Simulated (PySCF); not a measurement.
**Electronic structure of In³⁺ (indium, charge +3) at the UHF level**

Configuration: [Kr] 4d10, closed-shell 1S. All numbers are calculated (PySCF 2.14, a scalar-relativistic core potential, in aug-cc-pVQZ-PP with ECP28MDF (7s7p5d3f2g, 92 functions)).

| Property | Result |
| --- | --- |
| Total energy | -187.415449 hartree |
| One-electron energy | -312.9835 hartree |
| Hartree (Coulomb) energy | 140.8337 hartree |
| Exchange energy | -15.2656 hartree |
| ⟨S²⟩ | 0.0000 |
| ⟨L²⟩ | 0.000 |
| Sum of ⟨r⟩ | 18.89 bohr |
| Sum of ⟨r²⟩ | 22.92 bohr² |

```csv
shell,electrons,mean orbital energy (hartree),"rms radius, mean of both spins (bohr)"
4s,2,-6.43915,0.913
4p,6,-4.69971,0.993
4d,10,-2.07707,1.24
```

Energies and moments cover only the electrons outside the core potential.
